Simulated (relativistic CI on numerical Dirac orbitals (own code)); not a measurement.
Zn I: from the plainest model towards the measured levels

Calculated with a relativistic CI code on KLI orbitals (one set per configuration, finite nucleus), adding one ingredient at a time: step 1, Dirac-Coulomb, each configuration alone; step 2, with Breit and QED terms; step 3, with configuration mixing; step 4, with scaled Slater integrals (0.85); step 5, with a P86 correlation estimate; step 6, tied to the ionisation limit. P86 is a density functional for the correlation energy, evaluated here for each configuration and added to its levels. Step 6 is semi-empirical: configurations made of the next ion and one excited electron move by 4288 cm⁻¹, so that their limit matches the tabulated ionisation energy, and those with a non-penetrating f or g electron also take the P86 value of the least penetrating other one.

CI space (outside the closed core [Ar] 3d10): 4s2, 4s.4p, 4s.5s, 4s.4d, 4s.5d, 4p2, 4s.6s, 4s.5p, 4s.6p, 4s.4f, 4s.5f, 4s.6d, 4s.6f, 4d2.

Computed minus measured energy above the ground level, in cm⁻¹, for 7 of the 13 excited levels that pair in every step (one J of a term; a digit in brackets numbers repeated terms):

```
Configuration  Term  J  Measured  Step 1  Step 2  Step 3  Step 4  Step 5  Step 6
        4s.4p   3P°  0     32311  -10193  -10243   -5350   -5761   -4381     -96
        4s.4p   1P°  1     46745   -2386   -2445    -987   -4241   -2394    1891
        4s.5s    3S  1     53672  -12291  -12351   -7329   -8481   -4920    -635
        4s.5s    1S  0     55789  -11581  -11641   -6833   -8384   -4812    -537
        4s.4d    1D  2     62459  -12279  -12346   -8435   -9434   -5422   -1352
        4s.4d    3D  1     62769  -13039  -13106   -8068   -9310   -5228    -943
        4s.5d    3D  1     68579  -13418  -13484   -8444   -9694   -4525    -240
```

Mean absolute errors in cm⁻¹, over all paired levels and for the configurations:

```csv
"Configuration, levels",Step 1,Step 2,Step 3,Step 4,Step 5,Step 6
"all, 13",11425,11487,6865,8074,4622,645
"4s.4p, 4",8248,8304,4275,5413,3915,576
"4s.5s, 2",11936,11996,7081,8433,4866,586
"4s.4d, 4",12850,12917,8161,9342,5278,1047
"4s.5d, 3",13418,13485,8445,9694,4526,241
```

Measured levels: NIST Handbook of Basic Atomic Spectroscopic Data (Sansonetti and Martin, J. Phys. Chem. Ref. Data 34, 1559 (2005)).

The mean absolute error is lowest at step 6 (645 cm⁻¹), and the largest single drop is from step 2 to 3 (11487 to 6865). Mixing lowers the ground level by 5039, with 4p2 as its largest admixture; relative to it the configurations that move most are 4s.5d by +5040, 4s.5s by +4915, 4s.4d by +4756. Configurations whose own partners of that kind are not in the list rise by much of that lowering, so a short list can trade one imbalance for another. The P86 estimate moves 4s.5d by +5169, 4s.4d by +4064, 4s.5s by +3567, and takes the mean absolute error of the excited configurations from 8074 to 4622. Step 6 takes that error from 4622 to 645; the error more than halves for 4s.4p, 4s.5s, 4s.4d, 4s.5d.
